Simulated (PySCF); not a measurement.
# Dy⁺ (dysprosium, charge +1): UHF calculation

Configuration: [Xe] 4f10 6s1, one real determinant. Calculation: PySCF 2.14, in ANO-RCC-VTZP; the spin-free X2C one-electron Hamiltonian (Gaussian nucleus).

```
Total energy                                                  : -12151.686106 hartree
One-electron energy                                           : -16637.5607 hartree
Hartree (Coulomb) energy                                      : 4748.8299 hartree
Exchange energy                                               : -262.9553 hartree
⟨S²⟩                                                          : 8.7559
⟨L²⟩                                                          : 34.031
Sum of ⟨r⟩                                                    : 39.50 bohr
Sum of ⟨r²⟩                                                   : 55.47 bohr²
Traceless quadrupole moment −½Σ⟨3z² − r²⟩ along its main axis : -0.0463 e·bohr²
Langevin diamagnetic susceptibility                           : -43.9 ×10⁻⁶ cm³/mol
```

| shell | electrons | mean orbital energy (eV) | spread (eV) | rms radius, mean of both spins (bohr) |
| --- | --- | --- | --- | --- |
| 1s α | 1 | -54052.5 | 0 | 0.0240 |
| 1s β | 1 | -54052.5 | 0 | 0.0240 |
| 2s α | 1 | -9130.5 | 0 | 0.0971 |
| 2s β | 1 | -9130.4 | 0 | 0.0971 |
| 2p α | 3 | -8111.9 | 0.061 | 0.0874 |
| 2p β | 3 | -8111.7 | 0.056 | 0.0874 |
| 3s α | 1 | -2090.8 | 0 | 0.250 |
| 3s β | 1 | -2087.9 | 0 | 0.250 |
| 3p α | 3 | -1770.6 | 0.366 | 0.250 |
| 3p β | 3 | -1767.4 | 0.182 | 0.250 |
| 3d α | 5 | -1350.3 | 0.463 | 0.230 |
| 3d β | 5 | -1346.9 | 0.515 | 0.230 |
| 4s α | 1 | -446.35 | 0 | 0.564 |
| 4s β | 1 | -439.06 | 0 | 0.564 |
| 4p α | 3 | -338.38 | 0.605 | 0.599 |
| 4p β | 3 | -330.38 | 0.123 | 0.599 |
| 4d α | 5 | -187.37 | 0.972 | 0.660 |
| 4d β | 5 | -177.02 | 1.924 | 0.660 |
| 5s α | 1 | -67.199 | 0 | 1.41 |
| 5s β | 1 | -64.397 | 0 | 1.41 |
| 5p α | 3 | -38.718 | 0.256 | 1.67 |
| 5p β | 3 | -36.703 | 0.108 | 1.67 |
| 4f α | 7 | -21.256 | 1.357 | 0.952 |
| 4f β | 3 | -17.040 | 0.257 | 0.952 |
| 6s α | 1 | -10.833 | 0 | 4.19 |

⟨L²⟩ = 34.03 against 42 for a pure I term, so this real determinant mixes terms. Spin-orbit coupling, absent here, splits the open shell strongly.

Densities and radii are taken from the X2C orbitals without a picture-change correction, which distorts them close to the nucleus.

Spin-orbit constants ζ (cm⁻¹) from the X2C one-electron operator on these orbitals: bare nucleus, nucleus screened by l(l+1)(2l+1)/3 electrons, and screened by the Breit-Pauli mean field of the electrons.

```
shell     bare  screened nucleus  mean field
   2p  4145000           4019000         n/a
   3p   869700            843400         n/a
   3d   135600            115000         n/a
   4p   189800            184000         n/a
   4d    24920             21150         n/a
   4f     3564              2052         n/a
   5p    22940             22240         n/a
```

To first order the Landé constant is A = -410.4 cm⁻¹, so the lowest level has J = 17/2 and lies 0.763 eV below the centre of the term. This holds in LS coupling only.
